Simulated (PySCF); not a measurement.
# One molecule, several mistakes: Al2BFH3

Calculated results; nothing here was measured. The program is PySCF 2.14.0, an open-source quantum chemistry code, run on an isolated molecule that a program drew, which may never have been made. The molecule is Al2BFH3 (charge 0, doublet), drawn as the SMILES string `F[BH][AlH][AlH]`.

Each row is a Hartree-Fock (HF) and frozen-core CCSD(T) single point in the cc-pV(D+d)Z basis, meant for a local HF minimum. Run 1 is clean. Each other run has one planted mistake out of seven kinds, and not every kind appears here: one electron removed, one electron added, multiplicity raised by two, geometry at a saddle point, minimal basis STO-3G, one bond length entered in bohr, all coordinates scaled. The reference is restricted for singlets and unrestricted otherwise, and also for a bond in bohr. Adding or removing an electron swaps singlet and doublet. Electrons count all cores. HOMO and LUMO are orbital energies over both spins, the gradient is its largest component, and the lowest frequency (negative if imaginary) is given only where the gradient is small. Bond lengths are over the 6 bonds as drawn. T1 is the CCSD diagnostic: over 0.02 (restricted) or 0.045 (unrestricted) a single reference is doubtful.

Geometry of the clean run:
```xyz
7
Al2BFH3, angstrom
F    -2.1455   -2.8098   -1.7915
B    -1.3922   -1.7034   -1.7100
Al    0.6519   -1.8231   -0.9795
Al    1.2654   -2.6264    1.4244
H    -1.9577   -0.6901   -2.0468
H     1.8457   -1.6163   -2.0123
H     1.4422   -1.7685    2.7574
```

```
run  electrons  basis functions  <S^2>  HOMO (eV)  LUMO (eV)  gradient (hartree/bohr)  lowest frequency (cm^-1)  mean bond (Å)  longest bond (Å)      T1  HF (hartree)  CCSD(T) (hartree)                 mistake
  1         43               89  0.796      -7.26       0.32                  1.4e-05                        39         1.7530             2.608  0.0229    -609.69382         -610.12102                no fault
  2         43               89  0.797      -7.15       0.45                  1.3e-01                         -         1.5900             2.365  0.0227    -609.63722         -610.06317  all coordinates scaled
  3         43               31  0.776      -2.63       7.44                  3.4e-02                         -         1.7530             2.608  0.0203    -602.09928         -602.24760                       ?
  4         44               89  0.000      -0.73       5.25                  2.3e-02                         -         1.7530             2.608  0.0268    -609.69367         -610.15975                       ?
```

**Which mistake was planted in run 3, and what did it cost?**

It has 31 basis functions where the clean run has 89, with the same electrons and geometry. So the mistake is: minimal basis STO-3G. Subtracting run 1 and multiplying by 627.51 kcal/mol a hartree, the energy moved by 4765.6 kcal/mol in HF and 4940.6 kcal/mol in CCSD(T).

**Which mistake was planted in run 4, and what did it cost?**

It counts 44 electrons, one more than the clean run, at the same geometry and basis. So the mistake is: one electron added. Subtracting run 1 and multiplying by 627.51 kcal/mol a hartree, the energy moved by 0.1 kcal/mol in HF and -24.3 kcal/mol in CCSD(T).

Cautions from the logs. Run 4: T1 is over the limit, so its CCSD(T) energy is less reliable.
